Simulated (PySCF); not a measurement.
## Selenium: highly charged ions in a basis for the neutral atom

Se²⁰⁺ [Ne] 3s2 3p2, Se²¹⁺ [Ne] 3s2 3p1. Computed with PySCF 2.14 in Sapporo-DKH3-DZP-2012, with the spin-free X2C one-electron Hamiltonian (Gaussian nucleus). No spin-orbit coupling, so a gap to NIST mixes the basis error with missing relativistic terms.

Changed run: basis of the neutral atom used for a highly charged ion. This setting is unsound on purpose.

| species | method | sound run (hartree) | changed run (hartree) | converged |
| --- | --- | --- | --- | --- |
| Se²⁰⁺ | UHF | not run | -2193.39263 | yes |
| Se²⁰⁺ | M06-L | not run | -2194.05233 | yes |
| Se²⁰⁺ | LDA | not run | -2190.32373 | yes |
| Se²¹⁺ | UHF | not run | -2162.54836 | yes |
| Se²¹⁺ | M06-L | not run | -2163.16050 | yes |
| Se²¹⁺ | LDA | not run | -2159.43785 | yes |

Ionisation energy of Se²⁰⁺:

| method | changed run (eV) | NIST (eV) |
| --- | --- | --- |
| UHF | 839.32 | 845.8 ± 2 |
| M06-L | 840.61 | 845.8 ± 2 |
| LDA | 840.45 | 845.8 ± 2 |

The contracted functions were made for the neutral atom and can be too rigid for a highly charged ion.
